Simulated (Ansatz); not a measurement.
Input file for Ansatz (a first-principles code): R-wB97M-V/def2-TZVPPD on C3H7FO (a complex), monomers drawn apart or pushed together. Files ending in .json are basis or fitting sets from the Basis Set Exchange.

Ansatz 0.2 input:
```yaml
crystal:
  periodic: [false, false, false]
  atoms:
    - {symbol: F, position_ang: [0.54772149, -0.26638405, 0.36994511]}
    - {symbol: H, position_ang: [-0.02770234, -0.29930729, 1.12956725]}
    - {symbol: C, position_ang: [1.07044272, 0.06318322, 4.83782479]}
    - {symbol: C, position_ang: [-0.41384409, -0.17969527, 4.86507813]}
    - {symbol: C, position_ang: [-1.07796921, -0.25094066, 6.21238525]}
    - {symbol: O, position_ang: [-1.06804879, -0.31249249, 3.84519906]}
    - {symbol: H, position_ang: [1.26167290, 1.09285931, 5.15408878]}
    - {symbol: H, position_ang: [1.57692014, -0.58632304, 5.55441104]}
    - {symbol: H, position_ang: [1.47238497, -0.08330420, 3.83841544]}
    - {symbol: H, position_ang: [-2.15932634, -0.26818951, 6.10266447]}
    - {symbol: H, position_ang: [-0.75043423, -1.16071407, 6.72339139]}
    - {symbol: H, position_ang: [-0.77169299, 0.59033367, 6.83747305]}
basis:
  gaussian:
    orbitals: def2-TZVPPD.json
hamiltonian:
  xc: {name: wB97M-V}
scf: {lower_state_search: off}
```

What total energy does the run end on?

-293.6144 hartree.

How many basis functions does it have, and what does it roughly cost on one machine?

310 functions; very roughly 20 core-seconds.
